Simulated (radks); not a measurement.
Q: Coherent X-ray form factor from a spherical all-electron density. Calculated with a radial shooting solver on a logarithmic mesh with Libxc functionals: scalar-relativistic Kohn-Sham, B86b exchange with PBE correlation, spin-polarised, spherical densities, point nucleus.

sin(theta)/lambda (1/angstrom),f0 (electrons)
0.05,40.525
0.1,39.186
0.15,37.199
0.2,34.844
0.25,32.378
0.3,29.995
0.4,25.881
0.5,22.759
0.6,20.409
0.8,16.891
1,13.949
1.25,10.817
1.5,8.514
2,6.095

The species is in the configuration that NIST lists as its ground one. Which atom or ion scatters so?

A: The ruthenium ion Ru3+, [Kr] 4d5. Extrapolating in s^2 from the first two rows gives f0(0) = 41.0, near the electron count 41; among species with that count, the fall with angle is slower the higher Z, and the table is that of Z = 44; from so few rows the species is fixed only to a neighbour or two.
